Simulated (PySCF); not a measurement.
**Polarisability and C₆ of Pb²⁺ (lead, charge +2)**

[Xe] 4f14 5d10 6s2, closed-shell 1S. Computed with PySCF 2.14 in ANO-RCC-VTZP (8s7p5d3f2g, 93 functions), with the spin-free X2C one-electron Hamiltonian (Gaussian nucleus). Coupled (time-dependent) response in atomic units; α is the mean over directions. The basis has no added diffuse functions, which lowers α and C₆.

```
method  mean α (bohr³)  C₆ (like pair)  S(−4)
  PBE0           13.67           94.20  52.61
```

S(−4) is the Cauchy moment in α(ω) = α(0) + S(−4) ω² + …

α(iu) at PBE0:

| u (hartree) | α(iu) (bohr³) |
| --- | --- |
| 0 | 13.67 |
| 0.0500 | 13.54 |
| 0.100 | 13.17 |
| 0.200 | 11.93 |
| 0.300 | 10.46 |
| 0.500 | 7.914 |
| 0.750 | 5.865 |
| 1.00 | 4.602 |
| 1.50 | 3.133 |
| 2.00 | 2.291 |
| 3.00 | 1.374 |
| 5.00 | 0.6461 |

For an ion, C₆ is the dispersion term alone; charge-induced terms of lower order in 1/R come first.

Spin-orbit coupling, which splits the p, d and f shells strongly at this Z, is absent.
